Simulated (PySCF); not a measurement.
Al(CF3)(F)(OMe) (C₂H₃AlF₄O), SMILES F[C]([Al]([O]C)[F])(F)F. Heavy atoms are numbered as in [Al:1]([C:2]([F:3])([F:4])[F:5])([F:6])[O:7][CH3:8]. Hydrogens are named by the atom that carries them.

Geometry optimised at PBE0-D3(BJ)/def2-SVP. Other conformers were not sampled.

Computed with PySCF with PBE/pcSseg-1.

GIAO shieldings, no solvent; atoms alike by connectivity are averaged. δ = σ(ref) − σ: ¹³C against TMS (σ = 182.0 ppm); ¹⁹F against CFCl3 (σ = 133.6 ppm); ¹⁷O against H2O (σ = 334.3 ppm); ¹H against TMS (σ = 31.49 ppm), references at their B3LYP-D3(BJ)/def2-TZVP geometries, non-relativistic.

| nucleus | atoms | count | δ (ppm) |
|---|---|---|---|
| ¹³C | C2 | 1 | 141.0 |
| ¹³C | C8 (CH3) | 1 | 58.5 |
| ¹⁹F | F3 | 3 | -79.5 |
| ¹⁹F | F6 | 1 | -193.8 |
| ¹⁷O | O7 | 1 | 31.8 |
| ¹H | H on C8 | 3 | 4.41 |
